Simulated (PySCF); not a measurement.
SMILES C[SiH2]c1ccc([Si](F)(F)F)cc1 (C₇H₉F₃Si₂), GFN2-xTB optimised geometry. Atoms within 1.6 Å of the plane z = 0.0 Å (x, y, z in Å): Si1 (-3.19, 0.00, 0.00), F2 (-3.87, -0.71, 1.25), F3 (-3.83, 1.45, 0.00), F4 (-3.83, -0.74, -1.25), C5 (-1.33, 0.00, 0.00), C6 (-0.61, 1.03, 0.61), C7 (0.77, 1.02, 0.62), C8 (1.49, -0.01, 0.01), C9 (0.77, -1.03, -0.60), C10 (-0.61, -1.03, -0.61), Si11 (3.39, -0.03, 0.05), H13 (-1.14, 1.84, 1.09), H14 (1.31, 1.83, 1.09), H15 (1.31, -1.84, -1.08), H16 (-1.14, -1.84, -1.09), H17 (3.87, 1.36, 0.07), H18 (3.87, -0.72, -1.16).

Level of theory: PySCF with PBE0/def2-SVP. Cells within 0.4 Å of a nucleus heavier than hydrogen are left out (blank, or x).

Map of the deformation density (molecule minus spherical neutral atoms) (e/bohr³) on the plane z = 0.0 Å:

```
|22222222222222222222222222222|
|22222222222222222222222222222|
|22222222222222222222222222222|
|22222222222222222222222222222|
|22222222222222222222222222222|
|22222222222222222222222222222|
|22222222222222222222222222222|
|22222222222222222222222222222|
|22222222222222222222222222222|
|22222232222222222222222222222|
|22233x53222222221222223322222|
|22235x43221211321212236942222|
|22223552222452324522236842222|
|22222222354772015845422322222|
|222211xx48xx41003xx96xx211222|
|22222112354772015945412212222|
|22222211122452324522211222222|
|22222221121211421212212222222|
|22222222222222221222222222222|
|22222222222222222222222222222|
|22222222222222222222222222222|
|22222222222222222222222222222|
|22222222222222222222222222222|
|22222222222222222222222222222|
|22222222222222222222222222222|
|22222222222222222222222222222|
|22222222222222222222222222222|
|22222222222222222222222222222|
|22222222222222222222222222222|
```
Scale: ten equal steps from -0.030 (start of '0') to 0.074 (end of '9'), in the order '0123456789'; x runs from -6.00 to 6.00, y from -6.00 (bottom) to 6.00 (top).
